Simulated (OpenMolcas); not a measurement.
# N+: Slater's ratio, worked from levels

| Quantity | Value |
| --- | --- |
| Program | OpenMolcas |
| Basis | ANO-RCC-VTZP [4s3p2d1f] |
| Scalar Hamiltonian | DKH2, point nucleus |
| Active space | 4 electrons in 8 orbitals (2s 2p 3s 3p) |
| State averaging | 2S+1 = 3 even, 3 roots; 2S+1 = 1 even, 6 roots; 2S+1 = 5 odd, 1 root; 2S+1 = 3 odd, 9 roots; 2S+1 = 1 odd, 8 roots |
| Spin-orbit coupling | state interaction with AMFI integrals over the reference wave functions, term energies averaged over their components |

Methods: CASSCF; SS-CASPT2, IPEA 0.25 Eh, imaginary shift 0.1 Eh (closed shells correlated: 1s). Measured levels: NIST Handbook of Basic Atomic Spectroscopic Data.

**Slater's ratio.** With one set of orbitals, p2 has ¹D - ³P = 6 F2 and ¹S - ¹D = 9 F2 (F2 = F²/25), a ratio of 3/2. Term energies are centres of gravity, weighted by 2J + 1.

```
   Source  ¹D - ³P  ¹S - ³P  F2 from the first  Ratio
   CASSCF    17521    29234               2920  0.669
SS-CASPT2    15632    32312               2605  1.067
 measured    15227    32600               2538  1.141
```

Energies in cm-1. A ratio away from 3/2 shows effects beyond one configuration with one set of orbitals, and in heavier atoms second-order spin-orbit shifts. In CASSCF the valence s occupation is 1.87 in ¹S against 1.96 in ¹D: mixing out of s² acts most on ¹S and pulls it down.

CASPT2 does not keep the components of a term degenerate, so their means are used; among the terms shown or strongly mixed into the levels shown the widest spread is 31 cm-1 (2s² 2p² ¹D, SS-CASPT2). The run also gave levels led by 2s² 2p 3s, which use shells meant for correlation; these and all levels above them are left out. Without dynamic correlation excited terms often stand tens of per cent too high (terms of higher spin than the ground term too low), and those without a measured partner can miss by more than the paired ones (holds for CASSCF). Computed and measured levels are paired by configuration, term and J; levels that our copy of the source lacks, or whose pairing is in doubt (as where it misses far off the trend of its configuration), stay unpaired and out of the deviations. Only configurations of the active space appear.
